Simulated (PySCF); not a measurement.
Computed shifts of a molecule C₂H₉NSi, HF/pcSseg-1 in PySCF, GIAO, gas phase, atoms alike by connectivity averaged where their shifts nearly agree, in ppm (number of nuclei): ²⁹Si: -29.7 (1). ¹³C: 29.7 (1), -1.3 (1). ¹⁵N: 3.0 (1). ¹H: 4.50 (1), 4.36 (1), 2.74 (3), 0.57 (3), 0.06 (1). References: ²⁹Si against TMS (σ = 393.8 ppm); ¹³C against TMS (σ = 192.6 ppm); ¹⁵N against NH3 (σ = 267.3 ppm); ¹H against TMS (σ = 31.99 ppm), references at their B3LYP-D3(BJ)/def2-TZVP geometries, non-relativistic. Geometry: B3LYP-D3(BJ)/def2-SVP. Other conformers were not sampled.

Task: Identify the compound among the candidates.
(A) CN[SiH2]C
(B) C[SiH2]CN
(C) C[SiH](C)N
(D) CCN[SiH3]

Result: A, CN[SiH2]C
